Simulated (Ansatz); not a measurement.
`N[Si](O)(F)CF` and `O[SiH](F)CF` differ in one atom or group.

Ansatz, PBE0-D4/def2-TZVP geometries, multiplicity 1. Each molecule was computed in one conformer, which needn't be the lowest.

| property | `N[Si](O)(F)CF` |
| --- | --- |
| LUMO energy (PBE0/def2-TZVPP) / eV | 0.76 |
| LUMO energy (B3LYP/def2-TZVPP) / eV | 0.38 |
| HOMO–LUMO gap (PBE/def2-TZVPP) / eV | 6.33 |
| size of the dipole moment (ωB97M-V/def2-TZVPP) / D | 2.31 |
| HOMO energy (PBE/def2-TZVPP) / eV | -6.48 |
| size of the dipole moment (B3LYP/def2-TZVPP) / D | 2.34 |

(1) Give the same properties after the change, and the shifts. (An estimate is asked.)

Results:

(1) Ansatz gave: 
```csv
property,`O[SiH](F)CF`,shift
LUMO energy (PBE0/def2-TZVPP) / eV,0.12,-0.64
LUMO energy (B3LYP/def2-TZVPP) / eV,-0.18,-0.56
HOMO–LUMO gap (PBE/def2-TZVPP) / eV,6.39,0.06
size of the dipole moment (ωB97M-V/def2-TZVPP) / D,1.60,-0.71
HOMO energy (PBE/def2-TZVPP) / eV,-7.24,-0.76
size of the dipole moment (B3LYP/def2-TZVPP) / D,1.63,-0.71
```

With PBE0 the HOMO falls by 0.82 eV and the LUMO falls by 0.64 eV, so the gap widens by about 0.18 eV. PBE moves the HOMO by -0.76 eV and ωB97M-V by -0.73 eV. The zero-point energy changes by -46.8 kJ/mol with -6 modes. Dipoles are sizes alone; their direction can turn.

Positive LUMOs are unbound, so they and the gaps depend on the basis.

B3LYP here is the variant with VWN-RPA as its local correlation; programs differ in this.
